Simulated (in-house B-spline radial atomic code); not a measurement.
Atomic self-consistent-field run: the ytterbium ion Yb³⁺. Level of theory: scalar-relativistic (X2C) Hartree-Fock, spin-polarised, averaged over the determinants with the given up and down occupations, Fermi nucleus of rms radius 5.3108 fm, inside a hard spherical wall at 8.49 bohr; calculated with a radial B-spline atomic code at the basis-set limit.

Command:
```bash
python run_scf.py task.json out
```
Settings (nuclear radius in fm, mass in u):
```
Z                70
configuration    [Kr] 4d10 4f13 5s2 5p5 5f1
hamiltonian      x2c
method           hf
spin_polarised   True
nucleus          fermi
rms_radius       5.3108
atomic_mass      173.93887
speed_of_light   137.035999084
wall_radius      8.49
```

Output (hartree, bohr):
```
 radial grid: 64 intervals, B-splines of order 8, outer radius 8.49 bohr

 iter        energy (Eh)    residual
    1      -14049.935846    5.15e-01
    2      -14050.234593    2.43e-01
    3      -14051.481701    4.40e-02
    4      -14051.501066    9.86e-03
    5      -14051.501314    7.25e-03
    6      -14051.502388    8.21e-04
    7      -14051.502402    2.53e-04
    8      -14051.502403    5.19e-05
    9      -14051.502403    9.66e-06
   10      -14051.502403    7.53e-07
   11      -14051.502403    9.24e-08

 total energy                    -14051.50240
 kinetic                           15619.0381
 electron-nucleus                 -34820.4962
 electron-electron                  5149.9558

 orbital      occ     eigenvalue          <r>       <r^2>       <1/r>       r_max
 1s up      1.000     -2266.8792    0.0188874 0.000497422     87.6204     0.01146
 1s down    1.000     -2266.8728    0.0188873 0.000497419     87.6206     0.01146
 2s up      1.000      -390.2410     0.082513  0.00811183      20.385     0.07036
 2s down    1.000      -390.2370     0.082512  0.00811159     20.3851     0.07036
 2p up      3.000      -344.7778    0.0736595  0.00664421     17.4559     0.05704
 2p down    3.000      -344.7706    0.0736598  0.00664421     17.4558     0.05704
 3s up      1.000       -91.3203     0.215685   0.0533258     7.35238      0.1992
 3s down    1.000       -91.2830     0.215638      0.0533     7.35398      0.1992
 3p up      3.000       -77.2997     0.215173   0.0537967     6.56355      0.1962
 3p down    3.000       -77.2555     0.215119   0.0537665     6.56498      0.1961
 3d up      5.000       -59.7657     0.196051   0.0451074     6.12721      0.1603
 3d down    5.000       -59.7241     0.195939    0.045047     6.12981      0.1602
 4s up      1.000       -20.3440      0.48832    0.269243      3.0134      0.4558
 4s down    1.000       -20.2524      0.48836    0.269249       3.012      0.4558
 4p up      3.000       -15.6346      0.51733    0.304576      2.6946      0.4762
 4p down    3.000       -15.5327     0.517835    0.305189     2.69085      0.4763
 4d up      5.000        -9.2394     0.560622    0.364882      2.3631      0.4925
 4d down    5.000        -9.1208     0.560137    0.364015     2.36325      0.4925
 4f up      7.000        -2.1570     0.703405    0.627537     1.82235      0.4848
 4f down    6.000        -2.0871     0.703586     0.62854     1.82276      0.4848
 5s up      1.000        -3.9470      1.19285     1.59512     1.11732       1.071
 5s down    1.000        -3.7633      1.19482     1.60175     1.11647       1.071
 5p up      3.000        -2.6828      1.36638     2.10307    0.949843       1.206
 5p down    2.000        -2.5892      1.37588     2.13487    0.944313        1.21
 5f up      1.000        -0.4964      4.15822     18.9338    0.278187       3.867
```

Cost of the run: 0.29 s on 1 thread of Arm Neoverse V2 (shared host).

One-electron X2C: radii and densities carry no picture-change correction, so inner-shell <1/r> comes out high (for 1s by about 2 % at Z = 33, 5 % at 54, 10 % at 75, 30 % at 118) and <r> low.
